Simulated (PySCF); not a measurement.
PySCF job for C₃H₇O₂, SMILES CC(O)C[O] (connectivity only; charge and spin as stated), charge -1, multiplicity 1, PBE-D3(BJ)/def2-SVPD. Geometry: PBE-D3(BJ)/def2-SVPD. The spin state was assumed, not searched. The isomer is the one that the SMILES or the coordinates give; other isomers of the formula were not compared. Other conformers were not sampled.

```python
import numpy as np
from pyscf import gto, scf, dft, df
from pyscf.hessian import thermo

mol = gto.M(
    atom='''
    C     1.50775155    0.19208531    0.08527517
    C     0.03933761    0.51593463   -0.14119771
    O    -0.42918733    1.54749683    0.77310947
    C    -0.82594813   -0.77670528    0.00472584
    O    -0.51166520   -1.72445640   -0.88858346
    H     2.18932719    1.03108559   -0.18000468
    H     1.66691319   -0.08555482    1.14978508
    H     1.73629078   -0.69128122   -0.54580253
    H    -0.10158389    0.87167349   -1.18982438
    H     0.30774941    2.16524778    0.91403004
    H    -0.69147843   -1.07144439    1.11132810
    H    -1.90724399   -0.39193764   -0.02853931
    ''',
    basis='def2-SVPD',
    charge=-1,
    spin=0,
    max_memory=1600,
    verbose=3,
)
mf = dft.RKS(mol, xc='pbe').density_fit(auxbasis='def2-universal-jkfit')
mf.disp = 'd3bj'
mf.grids.level = 3
mf.conv_tol = 1e-11
mf.max_cycle = 100
mf.kernel()

# [left out here: the lines that compute and print the analytic Hessian (its translational invariance restored by hand, since the grid's response is missing), thermochemistry and intensities]
```

It prints:

```
[...]
       3   C                 0.11  0.01  0.04    0.00  0.04 -0.02    0.04  0.04 -0.04
       4   O                -0.02 -0.00 -0.02    0.00  0.00  0.00   -0.01 -0.02  0.00
       5   H                 0.11 -0.04  0.14    0.36 -0.19 -0.02    0.08  0.00  0.14
       6   H                -0.36  0.04  0.01    0.14 -0.20 -0.03   -0.08  0.09  0.03
       7   H                 0.07 -0.07  0.10   -0.24  0.02 -0.03    0.28 -0.08  0.12
       8   H                -0.30 -0.19  0.00   -0.11 -0.08 -0.05   -0.29  0.11  0.17
       9   H                 0.03 -0.01 -0.02    0.31 -0.31 -0.34    0.06 -0.09 -0.09
      10   H                -0.31 -0.09  0.05    0.07  0.09 -0.02    0.02 -0.00 -0.03
      11   H                 0.22  0.34 -0.27   -0.01 -0.00  0.05   -0.00 -0.05 -0.02
Mode                                12                  13                  14
Irrep
Freq [cm^-1]                     1104.3620           1155.2189           1174.4964
Reduced mass [au]                   1.9963              1.7299              1.4387
Force const [Dyne/A]                1.4345              1.3602              1.1693
Char temp [K]                    1588.9310           1662.1028           1689.8389
Normal mode                   x     y     z       x     y     z       x     y     z
       0   C                -0.01  0.06 -0.07   -0.02  0.01 -0.04   -0.01 -0.03  0.03
       1   C                 0.07 -0.09  0.08    0.04 -0.02  0.02   -0.02  0.05 -0.04
       2   O                -0.00  0.01 -0.00   -0.03  0.01 -0.00   -0.00  0.00  0.01
       3   C                -0.08  0.05 -0.08    0.04 -0.11 -0.04    0.01 -0.04 -0.09
       4   O                 0.03 -0.01  0.03   -0.03  0.08  0.06   -0.00  0.04  0.08
       5   H                 0.13 -0.02  0.11   -0.00  0.01  0.02   -0.03 -0.03 -0.07
       6   H                -0.38  0.02 -0.01   -0.15  0.05 -0.01    0.20 -0.02 -0.00
       7   H                -0.12 -0.07  0.08    0.04 -0.02  0.02    0.13  0.06 -0.03
       8   H                 0.05 -0.05  0.10    0.33  0.41  0.13   -0.13 -0.10 -0.08
       9   H                -0.03  0.03  0.02    0.22 -0.23 -0.27    0.01 -0.01 -0.00
      10   H                 0.27 -0.14 -0.16   -0.07 -0.00  0.05    0.01 -0.60 -0.25
      11   H                -0.07  0.07  0.33    0.01 -0.13 -0.15    0.08  0.33  0.17
Mode                                15                  16                  17
Irrep
Freq [cm^-1]                     1193.4180           1263.2128           1271.2783
Reduced mass [au]                   1.5614              1.2388              1.2497
Force const [Dyne/A]                1.3102              1.1647              1.1900
Char temp [K]                    1717.0628           1817.4820           1829.0865
Normal mode                   x     y     z       x     y     z       x     y     z
       0   C                 0.00 -0.02 -0.01    0.07 -0.04 -0.01    0.09 -0.01  0.06
       1   C                 0.01  0.04 -0.02    0.02  0.07 -0.00    0.00 -0.06 -0.04
       2   O                -0.02 -0.01 -0.01   -0.02 -0.00  0.03    0.01  0.00 -0.02
       3   C                -0.05  0.04  0.11    0.01  0.05  0.01    0.01 -0.00 -0.01
       4   O                 0.04 -0.07 -0.06   -0.01 -0.01  0.01   -0.01  0.01  0.01
       5   H                -0.07  0.05  0.02   -0.24  0.23  0.06   -0.26  0.19 -0.10
       6   H                -0.03  0.06  0.01   -0.27  0.19  0.09   -0.16  0.01  0.08
       7   H                 0.02 -0.01 -0.02   -0.26 -0.04 -0.14   -0.39  0.00 -0.16
       8   H                 0.21  0.38  0.07    0.17 -0.38 -0.18   -0.44  0.44  0.21
       9   H                 0.17 -0.19 -0.20    0.15 -0.16 -0.15   -0.09  0.09  0.09
      10   H                -0.14 -0.20 -0.00   -0.08 -0.27 -0.08   -0.02 -0.08 -0.02
      11   H                 0.08  0.41  0.26   -0.10 -0.30 -0.08    0.01 -0.02 -0.01
Mode                                18                  19                  20
Irrep
Freq [cm^-1]                     1299.7448           1327.5725           1384.1538
Reduced mass [au]                   1.4178              1.6281              1.0660
Force const [Dyne/A]                1.4112              1.6907              1.2033
Char temp [K]                    1870.0434           1910.0812           1991.4892
Normal mode                   x     y     z       x     y     z       x     y     z
       0   C                 0.00 -0.04  0.01    0.08 -0.00 -0.02    0.02  0.00  0.04
       1   C                 0.08  0.06  0.02   -0.14 -0.01  0.01    0.00  0.02  0.02
       2   O                -0.03 -0.00  0.01    0.03  0.00  0.00   -0.00  0.00  0.00
       3   C                -0.06 -0.09 -0.03    0.02 -0.07 -0.03    0.03 -0.01 -0.04
       4   O                 0.01  0.01 -0.01    0.00  0.02  0.01    0.00 -0.00 -0.01
       5   H                -0.13  0.08  0.02   -0.03  0.11  0.09   -0.02 -0.15 -0.52
       6   H                -0.02  0.16  0.06   -0.15  0.06  0.04   -0.39 -0.15  0.04
       7   H                -0.05  0.05 -0.13   -0.21 -0.08 -0.03    0.23  0.21 -0.17
       8   H                -0.32 -0.22 -0.02    0.44 -0.08 -0.11    0.02 -0.09 -0.02
       9   H                 0.15 -0.16 -0.16   -0.14  0.16  0.16   -0.00  0.00 -0.00
      10   H                 0.25  0.43  0.10    0.02  0.18  0.05   -0.37  0.15  0.10
      11   H                 0.08  0.34  0.04    0.13  0.37  0.07   -0.04 -0.06  0.39
Mode                                21                  22                  23
Irrep
Freq [cm^-1]                     1400.2896           1409.5992           2464.7968
Reduced mass [au]                   1.0918              1.0593              1.0880
Force const [Dyne/A]                1.2613              1.2401              3.8946
Char temp [K]                    2014.7049           2028.0994           3546.2938
Normal mode                   x     y     z       x     y     z       x     y     z
       0   C                 0.02  0.01  0.02   -0.02 -0.04  0.02   -0.00  0.00 -0.00
       1   C                -0.02  0.01  0.01   -0.02 -0.04  0.00    0.00 -0.00  0.00
       2   O                 0.00 -0.00 -0.00    0.01  0.00 -0.00   -0.00 -0.00 -0.00
       3   C                -0.04  0.01  0.06    0.00  0.02  0.01    0.04 -0.03  0.06
       4   O                 0.00 -0.00 -0.00   -0.00 -0.00  0.00   -0.00  0.00  0.00
       5   H                -0.04 -0.08 -0.40    0.31 -0.26  0.10   -0.00 -0.00 -0.01
       6   H                -0.30 -0.21  0.01   -0.01  0.56  0.16   -0.01 -0.00  0.01
       7   H                 0.18  0.10 -0.04    0.02  0.36 -0.52    0.00 -0.00 -0.00
       8   H                 0.09  0.01 -0.00    0.05  0.07  0.03   -0.00 -0.01  0.03
       9   H                 0.00 -0.00 -0.00   -0.04  0.04  0.05    0.01  0.00 -0.00
      10   H                 0.49 -0.15 -0.10    0.06 -0.05 -0.03   -0.10  0.27 -0.83
      11   H                 0.06  0.12 -0.51   -0.00 -0.02 -0.08   -0.36  0.09  0.01
Mode                                24                  25                  26
Irrep
Freq [cm^-1]                     2532.3920           2887.8125           2905.7843
Reduced mass [au]                   1.0529              1.0818              1.0375
Force const [Dyne/A]                3.9783              5.3152              5.1615
Char temp [K]                    3643.5482           4154.9192           4180.7766
Normal mode                   x     y     z       x     y     z       x     y     z
       0   C                -0.00  0.00 -0.00   -0.01 -0.01  0.01    0.05  0.01  0.01
       1   C                 0.00 -0.00 -0.00   -0.01  0.03 -0.07   -0.00  0.01 -0.01
       2   O                -0.00  0.00  0.00    0.00 -0.00 -0.00    0.00 -0.00 -0.00
       3   C                 0.06 -0.00 -0.01   -0.00  0.00 -0.00   -0.00 -0.00 -0.00
       4   O                 0.00 -0.01 -0.01   -0.00  0.00  0.00   -0.00  0.00  0.00
       5   H                -0.00 -0.01  0.00    0.12  0.16 -0.05   -0.41 -0.52  0.18
       6   H                 0.00  0.00 -0.01    0.00 -0.01  0.02   -0.06  0.14 -0.51
       7   H                -0.01  0.00  0.00    0.01 -0.07 -0.05   -0.08  0.32  0.23
       8   H                 0.00 -0.00  0.01    0.13 -0.31  0.87    0.03 -0.07  0.18
       9   H                -0.00  0.00  0.00   -0.00 -0.00 -0.00   -0.00 -0.01 -0.00
      10   H                 0.09 -0.11  0.36    0.00 -0.01  0.01   -0.00  0.00 -0.01
      11   H                -0.84  0.28 -0.08    0.02 -0.00  0.00    0.01 -0.00  0.00
Mode                                27                  28                  29
Irrep
Freq [cm^-1]                     2983.9232           3020.9650           3700.3629
Reduced mass [au]                   1.1007              1.0999              1.0668
Force const [Dyne/A]                5.7741              5.9144              8.6060
Char temp [K]                    4293.2011           4346.4961           5323.9984
Normal mode                   x     y     z       x     y     z       x     y     z
       0   C                 0.02  0.06 -0.05    0.00 -0.06 -0.07   -0.00 -0.00 -0.00
       1   C                -0.00  0.00 -0.01    0.00 -0.00 -0.00    0.00  0.00 -0.00
       2   O                 0.00 -0.00  0.00   -0.00 -0.00  0.00    0.05  0.04  0.01
       3   C                -0.00 -0.00 -0.00    0.00  0.00  0.00   -0.00 -0.00  0.00
       4   O                 0.00 -0.00  0.00   -0.00 -0.00  0.00   -0.00  0.00 -0.00
       5   H                -0.38 -0.47  0.14    0.10  0.12 -0.05   -0.00  0.01 -0.00
       6   H                 0.10 -0.16  0.66    0.06 -0.11  0.39   -0.00  0.00 -0.00
       7   H                 0.06 -0.16 -0.14   -0.20  0.66  0.47    0.00 -0.00  0.00
       8   H                 0.01 -0.03  0.10    0.00 -0.01  0.03    0.00 -0.00 -0.00
       9   H                -0.00 -0.00 -0.00   -0.00  0.00 -0.00   -0.73 -0.62 -0.15
      10   H                -0.00 -0.00  0.01   -0.00 -0.00  0.00   -0.00  0.00 -0.01
      11   H                 0.00  0.00  0.00    0.00 -0.00 -0.00   -0.00 -0.00 -0.00
temperature 298.1500 [K]
pressure 101325.00 [Pa]
Rotational constants [GHz] 8.19040 3.69160 2.77915
Symmetry number 1
Zero-point energy (ZPE) 0.09366 [Eh]   245904.739 [J/mol]
                           tot       elec      trans        rot        vib
Entropy [J/mol/K]       324.033      0.000    162.607    107.741     53.685
Cv [J/mol/K]             91.587      0.000     12.472     12.472     66.643
Cp [J/mol/K]             99.901      0.000     20.786     12.472     66.643
Internal energy [J/mol]                      3718.434   3718.434 255318.189
Internal energy [Eh]   -268.38063  -268.48071
Enthalpy [J/mol]                             6197.391   3718.434 255318.189
Enthalpy [Eh]          -268.37969
Gibbs free energy [J/mol]                  -42283.783 -28404.485 239311.955
Gibbs free energy [Eh] -268.41649
mode   freq/cm-1   IR/(km/mol)
   1      138.62        81.285
   2      145.97         4.227
   3      222.97        10.351
   4      269.55        10.646
   5      356.45         1.037
   6      430.94         4.861
   7      484.94         1.537
   8      804.89        14.751
   9      857.95        12.139
  10      883.07        12.881
  11      996.61        30.624
  12     1040.71        54.252
  13     1104.36         1.868
  14     1155.22       212.097
  15     1174.50        56.386
  16     1193.42        57.316
  17     1263.21        15.659
  18     1271.28         9.744
  19     1299.74        42.930
  20     1327.57        20.122
  21     1384.15        22.043
  22     1400.29        15.431
  23     1409.60         7.655
  24     2464.80       401.654
  25     2532.39       514.838
  26     2887.81        98.844
  27     2905.78        97.562
  28     2983.92        67.792
  29     3020.97        12.412
  30     3700.36         9.939
max |gradient| / (hartree/bohr): 7.629554377424003e-05
APT charges: [-0.0022  0.3688 -0.5785  0.8258 -1.0431 -0.0837 -0.0371  0.0502 -0.117
  0.1341 -0.2596 -0.2577]
```

The calculation finished and met its thresholds.
